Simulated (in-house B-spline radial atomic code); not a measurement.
A fraction x of an electron is removed from 3p in K+, starting from [Ne] 3s2 3p6 and keeping the highest spin. All numbers are computed (scalar-relativistic (X2C) Hartree-Fock with fractional occupations, spin-polarised, spherical fractional occupations; Fermi nucleus of rms radius 3.4349 fm) with a B-spline radial code for spherical atoms, not measured.

Caution: exact exchange at fractional occupations of open shells leaves self-interaction of up to several eV.

```json
{"x": "0", "E(x) - E(0) (eV)": "0.0000", "3p down level (eV)": "-31.839"}
{"x": "0.07", "E(x) - E(0) (eV)": "2.2483", "3p down level (eV)": "-32.399"}
{"x": "0.14", "E(x) - E(0) (eV)": "4.5360", "3p down level (eV)": "-32.963"}
{"x": "0.29", "E(x) - E(0) (eV)": "9.5716", "3p down level (eV)": "-34.182"}
{"x": "0.49", "E(x) - E(0) (eV)": "16.5726", "3p down level (eV)": "-35.833"}
{"x": "0.5", "E(x) - E(0) (eV)": "16.9314", "3p down level (eV)": "-35.916"}
{"x": "0.55", "E(x) - E(0) (eV)": "18.7376", "3p down level (eV)": "-36.333"}
{"x": "0.68", "E(x) - E(0) (eV)": "23.5318", "3p down level (eV)": "-37.425"}
{"x": "0.81", "E(x) - E(0) (eV)": "28.4687", "3p down level (eV)": "-38.528"}
{"x": "0.99", "E(x) - E(0) (eV)": "35.5424", "3p down level (eV)": "-40.073"}
{"x": "1", "E(x) - E(0) (eV)": "35.9436", "3p down level (eV)": "-40.159"}
```

The exact functional would give a straight line between the two integer points. Deviations E(x) - E(0) - x[E(1) - E(0)], in eV: -0.268 at x = 0.07, -0.496 at x = 0.14, -0.852 at x = 0.29, -1.04 at x = 0.49, -1.04 at x = 0.5, -1.031 at x = 0.55, -0.91 at x = 0.68, -0.646 at x = 0.81, -0.042 at x = 0.99.

The curve lies below the straight line by up to 1.04 eV (at x = 0.49): with spherically averaged exact exchange in an open shell, this holds the self-interaction named above.

Question: How well does Slater's transition state (minus the level at half occupation) give the ionisation energy?

Answer: It gives 35.916 eV against 35.944 eV from the two total energies; NIST lists 31.62 eV, ground level to ground level. The end point has an open shell averaged over its orbitals, so its exact exchange keeps a self-interaction and this is no true integer point.
